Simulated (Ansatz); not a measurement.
Geometry optimisation, RKS PBE0-D4/def2-SVP (Ansatz 0.2.0).

input.yaml

```yaml
crystal:
  periodic: [false, false, false]
  atoms:
    - { symbol: C, position_ang: [-1.7574, 1.9059, -0.3081] }
    - { symbol: Al, position_ang: [-0.1168, 0.9058, -0.2336] }
    - { symbol: C, position_ang: [0.7323, -0.158, 1.2078] }
    - { symbol: C, position_ang: [1.1954, -1.4339, 0.4662] }
    - { symbol: Si, position_ang: [0.5846, -1.0561, -1.2881] }
    - { symbol: H, position_ang: [-2.2912, 1.9649, 0.6764] }
    - { symbol: H, position_ang: [-1.5558, 2.9967, -0.6182] }
    - { symbol: H, position_ang: [-2.4473, 1.5037, -1.07] }
    - { symbol: H, position_ang: [1.6817, 0.3742, 1.6291] }
    - { symbol: H, position_ang: [0.0641, -0.3559, 2.0817] }
    - { symbol: H, position_ang: [0.5363, -2.31, 0.8827] }
    - { symbol: H, position_ang: [2.232, -1.6385, 0.523] }
    - { symbol: H, position_ang: [1.6718, -0.835, -2.1979] }
    - { symbol: H, position_ang: [-0.5428, -1.8929, -1.7221] }
basis:
  gaussian: { orbitals: def2-SVP }
hamiltonian:
  xc: pbe0
  dispersion: d4
relax:
  f_tol: 0.02
  max_steps: 50
```

Launched with:

```bash
$ ansatz run input.yaml --threads 2 --pin off --max-ram 3072MiB --backend cpu --events-out ev --progress --plain --runs-dir out
```

Problem. Where does it end, and by what steps?

Solution. It converged. After 12 steps the energy has fallen by 0.903 eV; H14 moved furthest, 0.87 Å.

```csv
step,energy less start (eV),largest force component (eV/Å),accepted
0,0.0000,3.603,yes
1,-0.6723,0.878,yes
2,-0.7914,0.241,yes
3,-0.8215,0.566,yes
4,-0.8523,0.284,yes
5,-0.8778,0.202,yes
6,-0.8887,0.229,yes
7,-0.8965,0.118,yes
8,-0.9005,0.103,yes
9,-0.9021,0.055,yes
10,-0.9029,0.029,yes
11,-0.9032,0.020,yes
12,-0.9032,0.017,yes
```

```xyz
14
Properties=species:S:1:pos:R:3
C -1.884 2.009 -0.205
Al -0.501 0.626 -0.168
C 0.756 -0.107 1.188
C 1.006 -1.477 0.501
Si 0.649 -1.154 -1.371
H -2.302 2.212 0.794
H -1.454 2.958 -0.575
H -2.714 1.753 -0.884
H 1.676 0.509 1.138
H 0.500 -0.179 2.258
H 0.261 -2.216 0.844
H 1.998 -1.911 0.715
H 1.903 -0.727 -2.082
H 0.094 -2.325 -2.125
```

Whether the end is a true minimum wasn't checked by a vibrational analysis.

The run took 52 s on 2 threads of Arm Neoverse V1, with other jobs on the host, peak memory 0.29 GiB.
